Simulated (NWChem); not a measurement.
# C4H5NO; SMILES CO/C=C/C#N

```xyz
11

C     -0.6447    -2.2928     0.0000
O      0.6385    -1.6673     0.0000
C      0.6833    -0.3299     0.0000
C     -0.3586     0.5311     0.0000
C     -0.1344     1.9356     0.0000
N      0.0318     3.0887     0.0000
H     -0.4547    -3.3663     0.0000
H     -1.2119    -2.0147     0.8962
H     -1.2119    -2.0147    -0.8962
H      1.7107     0.0220     0.0000
H     -1.3902     0.1970     0.0000
```
Atoms are numbered in this order, from 1.

Program: NWChem. The geometry was optimised at B3LYP/6-31G* (spherical d). Level: M06-2X/def2-SVP with COSMO at NWChem's default radii, gas-phase geometry; the question gives the dielectric constant.

Question: Predict the results for dielectric constant 20.7. Quantities: electrostatic solvation energy (kcal/mol); dipole in solution (D).

Answer: 
| Quantity | Result |
|---|---|
| electrostatic solvation energy (kcal/mol) | -8.1 |
| dipole in solution (D) | 6.37 |
